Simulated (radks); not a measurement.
Values are calculated unless marked as measured or tabulated.
Neutral copper inside a hard spherical wall (all orbitals vanish at R), configuration held at [Ar] 3d10 4s1 and not refilled when levels cross. Code: a radial shooting solver on a logarithmic mesh with Libxc functionals. Model: scalar-relativistic Kohn-Sham, LDA (Slater exchange, Perdew-Wang correlation), spin-polarised, spherical densities, finite nucleus; open shells are filled with parallel spins first; Fermi nuclear charge, rms radius 3.8823 fm. Eigenvalues in eV for spin up, with the zero of energy where the potential of the charges vanishes at infinity; a dash marks a level that is unbound or too diffuse for the functional's potential to be trusted. A positive occupied level is held by the wall or, in an anion where self-interaction has pushed it up, behind a barrier. The pressure on the wall is -dE/dV.

| R (bohr) | E (hartree) | kinetic (hartree) | e(3s) | e(3p) | e(3d) | e(4s) | e(4p, empty) | e(5s, empty) | pressure (GPa) |
|---|---|---|---|---|---|---|---|---|---|
| free | -1652.26350 | 1676.125 | -114.07 | -71.962 | -5.336 | -5.180 | -0.985 | -0.007 | 0 |
| 20 | -1652.26350 | 1676.125 | -114.07 | -71.962 | -5.336 | -5.180 | -0.984 | 0.146 | < 0.0001 |
| 15 | -1652.26350 | 1676.125 | -114.07 | -71.962 | -5.336 | -5.180 | -0.978 | 0.402 | < 0.0001 |
| 12 | -1652.26349 | 1676.125 | -114.07 | -71.960 | -5.334 | -5.178 | -0.947 | 0.894 | 0.000231 |
| 10 | -1652.26337 | 1676.126 | -114.06 | -71.948 | -5.322 | -5.167 | -0.859 | 1.727 | 0.00377 |
| 7 | -1652.25869 | 1676.159 | -113.80 | -71.688 | -5.073 | -4.910 | -0.090 | 6.109 | 0.272 |
| 6 | -1652.24773 | 1676.221 | -113.39 | -71.282 | -4.689 | -4.464 | 0.832 | 10.274 | 1.22 |
| 1.5 | -1634.29544 | 1734.331 | -36.157 | 7.451 | 82.197 | 212.08 | 236.40 | 609.00 | 52800 |
